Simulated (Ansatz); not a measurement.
All numbers were calculated with Ansatz.

A structure relaxed at PBE0-D4/def2-TZVP, charge 0, multiplicity 1:

```xyz
11

O    -0.682    1.114    1.155
C    -0.709   -0.158    0.747
O    -1.580   -0.873    1.489
C     0.045   -0.608   -0.263
Si    1.206    0.468   -1.206
H    -1.295    1.216    1.892
H    -1.581   -1.784    1.181
H    -0.049   -1.657   -0.520
H     2.267    1.055   -0.342
H     1.864   -0.369   -2.246
H     0.513    1.596   -1.887
```

(1) Give its formula and SMILES.

(2) Point group (tolerance 0.08 Å, 0.16 Å for H)?

(3) Summarise the bond lengths by kind.

Answers

(1) C2H6O2Si, `OC(O)=C[SiH3]`.

(2) Cs.

(3) 2 × C–O 1.337 to 1.349 Å; 2 × H–O 0.962 to 0.963 Å; 1 × C–C 1.338 Å; 1 × C–Si 1.842 Å; 1 × C–H 1.084 Å; 3 × H–Si 1.488 to 1.489 Å.
